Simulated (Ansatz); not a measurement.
Job for Ansatz (a quantum-chemistry and plane-wave program): U-SVWN5/def2-TZVPP on MgN-, 2S+1 = 3, a spin state set in the input, which need not be the lowest, a point of a bond scan (R = 2.076 Å). Charge -1.

Ansatz 0.2 input:
```yaml
crystal:
  periodic: [false, false, false]
  atoms:
    - {symbol: N, position_ang: [0.00000000, 0.00000000, 0.00000000]}
    - {symbol: Mg, position_ang: [0.00000000, 0.00000000, 2.07607100]}
basis:
  gaussian:
    orbitals: def2-TZVPP
    pivot_positions_ang: [[0.00000000, 0.00000000, 0.00000000], [0.00000000, 0.00000000, 2.07607100]]
hamiltonian:
  xc: {name: SVWN5}
total_charge: -1
magnetization: {spin_polarized: true, initial_magnetization: 2}
output: {forces: true, orbitals: {seedname: ./end}}
```

Task: Predict the final total energy.

Result: -253.3471 hartree.
